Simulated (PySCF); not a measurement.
A structure optimised at B3LYP-D3(BJ)/def2-SVP, used in a PySCF frequency run:

```xyz
8

C     -1.2703     2.1098     0.0000
Si    -0.8862     0.2914     0.0000
Cl    -1.7025    -0.6043     1.6753
Cl    -1.7025    -0.6043    -1.6753
I      1.5464    -0.0683     0.0000
H     -0.8434     2.5845     0.8962
H     -0.8434     2.5845    -0.8962
H     -2.3619     2.2556     0.0000
```
Charge 0, spin multiplicity 1.

**Question.** Write its SMILES, formula and point group.

**Answer.** C[Si](Cl)(Cl)I, CH₃Cl₂ISi, Cs

**Question.** What are its rotational constants (standard atomic weights)?

**Answer.** 1.6803, 0.77290, 0.66999 GHz
